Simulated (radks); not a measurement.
The numbers below are computed, except where a source is named.
Spherical quantum dot in the effective-mass picture: electrons in a hard-walled sphere of radius 1.56, all in effective atomic units (hartree* = m*/eps^2 hartree, bohr* = eps/m* bohr), one dielectric constant everywhere. Level of theory: non-relativistic Kohn-Sham, PBE, spin-polarised, spherical densities (a radial shooting solver with Libxc functionals). Levels are named by radial order and angular momentum (1s, 1p, 1d, 2s, ...), and open shells are averaged over m. Each electron was tried in the lowest free levels, single moves between levels near the top were tried too, and the lowest total energy was kept; such a search can miss a lower state. At N = 1 the Hartree and exchange-correlation terms need not cancel, so that row can carry a self-interaction error.

N,open shells,2S,E (hartree*),mu = E(N) - E(N-1) (hartree*),addition energy mu(N+1) - mu(N) (hartree*),e(HOMO) (hartree*),rms radius (bohr*)
1,"1s(up 1, down 0)",1,2.03911,2.0391,1.083,2.4452,0.8313
2,none,0,5.16165,3.1225,2.800,3.5283,0.8489
3,"1p(up 1, down 0)",1,11.0840,5.9223,0.8189,6.3239,0.8988
4,"1p(up 2, down 0)",2,17.8253,6.7413,0.8480,7.1627,0.9251
5,"1p(up 3, down 0)",3,25.4145,7.5893,1.124,8.0173,0.9426
6,"1p(up 3, down 1)",2,34.1275,8.7130,0.8026,9.1072,0.9562
7,"1p(up 3, down 2)",1,43.6431,9.5156,0.8300,9.9280,0.9670
8,none,0,53.9886,10.346,3.227,10.765,0.9760
9,"1d(up 1, down 0)",1,67.5614,13.573,0.7976,13.970,0.9901
10,"1d(up 2, down 0)",2,81.9317,14.370,0.8044,14.772,1.002
11,"1d(up 3, down 0)",3,97.1063,15.175,0.8083,15.578,1.011
12,"1d(up 4, down 0)",4,113.089,15.983,0.8107,16.388,1.020
13,"1d(up 5, down 0)",5,129.883,16.794,1.057,17.200,1.027
14,"1d(up 5, down 1)",4,147.734,17.851,0.7868,18.242,1.034
15,"1d(up 5, down 2)",3,166.371,18.637,0.7936,19.033,1.040
16,"1d(up 5, down 3)",2,185.802,19.431,0.7978,19.829,1.045
17,"1d(up 5, down 4)",1,206.030,20.229,0.8004,20.628,1.050
18,none,0,227.059,21.029,3.342,21.430,1.055
19,"2s(up 1, down 0)",1,251.431,24.371,1.141,24.867,1.050
20,"2s(up 1, down 0) 1f(up 1, down 0)",2,276.943,25.512,0.7785,25.901,1.056
21,"2s(up 1, down 0) 1f(up 2, down 0)",3,303.234,26.291,0.7802,26.681,1.062
22,"2s(up 1, down 0) 1f(up 3, down 0)",4,330.305,27.071,0.7814,27.461,1.067
23,"2s(up 1, down 0) 1f(up 4, down 0)",5,358.157,27.852,0.7822,28.243,1.072
24,"2s(up 1, down 0) 1f(up 5, down 0)",6,386.792,28.634,0.7828,29.028,1.076
25,"2s(up 1, down 0) 1f(up 6, down 0)",7,416.209,29.417,0.7832,29.860,1.080
26,"2s(up 1, down 0) 1f(up 7, down 0)",8,446.409,30.201,-,30.691,1.084

All shells are closed at N = 2, 8, 18 (there: 1s2 1p6 1d10); the second difference of the energy has clear peaks (12 % above both neighbours; the first and last values, which can be the largest, are not judged, and half-filled shells can peak too) at N = 2, 5, 8, 13, 18.
